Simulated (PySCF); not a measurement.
**Gas-phase XPS of `C=C[C@H](F)[SiH3]`, computed**

Species: C3H7FSi.
Atom-mapped SMILES: `[CH2:1]=[CH:2][C@H:3]([F:4])[SiH3:5]`

Computed with delta-SCF UKS SCAN, pcX-2 on the ionised atom, pcseg-1 elsewhere, spin-free X2C (PySCF 2.14.0). These are vertical core ionisation energies against the vacuum level, from separate self-consistent calculations with and without the core hole.

Problem. List the computed XPS lines with their assignment.

Solution. 
| atom(s) | environment | level | binding energy (eV) | 2p1/2 (eV) | above the level's lowest (eV) | count |
| --- | --- | --- | --- | --- | --- | --- |
| C1 | terminal =CH2 carbon | C 1s | 290.28 | – | 0.00 | 1 |
| C2 | alkene CH carbon | C 1s | 290.83 | – | +0.55 | 1 |
| C3 | sp3 C–F carbon | C 1s | 292.51 | – | +2.23 | 1 |
| F4 | alkyl fluorine | F 1s | 692.07 | – | 0.00 | 1 |
| Si5 | SiH3 silicon | Si 2p3/2 | 106.83 | 107.46 | 0.00 | 1 |
| Si5 | SiH3 silicon | Si 1s | 1846.52 | – | 0.00 | 1 |

Lowest listed C 1s: C1, bonded to C (double bond) and 2 H. Highest, 2.23 eV above it: C3, bonded to F, C, H and Si.

Problem. Express the binding energy of Si 1s of Si5 in atomic units and per mole.

Solution. 1846.52 eV = 67.8584 Eh = 178162 kJ/mol.

Spin–orbit coupling isn't in the SCF: each 2p doublet comes from a relaxed spin-free hole plus a matrix of the shell (mean-field spin–orbit coupling and the ground-state 2p splitting), with 2p3/2 averaged over its two sublevels. 2p1/2 minus 2p3/2 (ligand field included): Si 0.62 eV. One conformer (not necessarily the lowest) at the GFN2-xTB geometry, without solvent, vibrations or thermal averaging.

Shape of the structure used: `[CH2:1]=[CH:2][C@H:3]([F:4])[SiH3:5]`: C1–C2–C3–F4 -152°.
